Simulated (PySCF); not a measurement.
A structure optimised at PBE-D3(BJ)/def2-SVP, used in a PySCF frequency run:

```xyz
10

B      0.1295    -0.5263     0.0000
Cl     1.8923    -0.7386     0.0000
N     -0.4399     0.7901     0.0000
C     -0.3598     2.0021     0.0000
O     -0.3668     3.1806     0.0000
O     -0.6304    -1.6420     0.0000
C     -2.0520    -1.6252     0.0000
H     -2.4169    -2.1613     0.8994
H     -2.4169    -2.1613    -0.8994
H     -2.4549    -0.5914     0.0000
```

Write its SMILES, formula and point group.

COB(Cl)N=C=O, C₂H₃BClNO₂, Cs

What are its rotational constants (standard atomic weights)?

2.4364, 1.5365, 0.94804 GHz
